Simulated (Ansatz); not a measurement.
`C[BH][Sb]([F])[F]` + H–F → `[F][Sb]([F])[F]` + `BC` at 700 K and 1 bar (cleavage of the Sb–B bond).

Gas-phase electronic energies from Ansatz, PBE0-D4/def2-TZVP geometries. CCSD(T)/CBS adds triple-zeta CCSD(T) − MP2 to the extrapolated MP2 energy (def2 sets, frozen cores). This one scheme is used for every species. def2 core potentials past Kr. For Sb outer-core shells are correlated without core-valence functions, which leaves a few kJ/mol of doubt a bond. Each species was taken in one conformer, which may not be the lowest.

| species | CCSD(T)/CBS energy (Eh) | H − E (kJ/mol) | S (J/(mol·K)) |
| --- | --- | --- | --- |
| `C[BH][Sb]([F])[F]` | -504.89521 | 213.4 | 487.6 |
| H–F | -100.39570 | 45.2 | 198.5 |
| `[F][Sb]([F])[F]` | -539.49495 | 61.0 | 366.4 |
| `BC` | -65.83255 | 189.6 | 311.0 |

H − E and S are ideal-gas, rigid-rotor, harmonic terms from PBE0-D4/def2-TZVP, for one conformer and one mirror image of each species. 1 Eh = 2625.50 kJ/mol, R = 8.31446 J/(mol·K).

Task: By hand: ΔE, ΔH, ΔS and ΔG.

Result: ΔE = (-539.49495) + (-65.83255) − (-504.89521) − (-100.39570) = -0.03659 Eh = -96.1 kJ/mol. Δ(H − E) = 61.0 + 189.6 − 213.4 − 45.2 = -8.0, so ΔH = -104.1 kJ/mol. ΔS = 366.4 + 311.0 − 487.6 − 198.5 = -8.7 J/(mol·K). ΔG = -104.1 − 700 × (-8.7)/1000 = -98.0 kJ/mol.

Task: By hand: the equilibrium constant, and the temperature at which ΔG would vanish if ΔH and ΔS stayed fixed.

Result: log₁₀ K = −ΔG/(RT ln 10) = 7.3. ΔG = 0 at ΔH/ΔS = 11966 K, far beyond where these terms or the molecules hold.

The number of gas molecules stays the same, so ΔS is small and ΔH decides. A doubt of 5 kJ/mol in ΔE shifts log₁₀ K by 0.4 here. Other conformers and mirror images would add mixing entropy, several J/(mol·K) or more a flexible species. Modes under 60 cm⁻¹, often nearly free rotors, make the harmonic entropy too high. These are equilibria of isolated gas molecules and say nothing of rates. Largest T1 diagnostic: 0.015 (customary marks: 0.02 for closed shells, 0.045 for open ones).
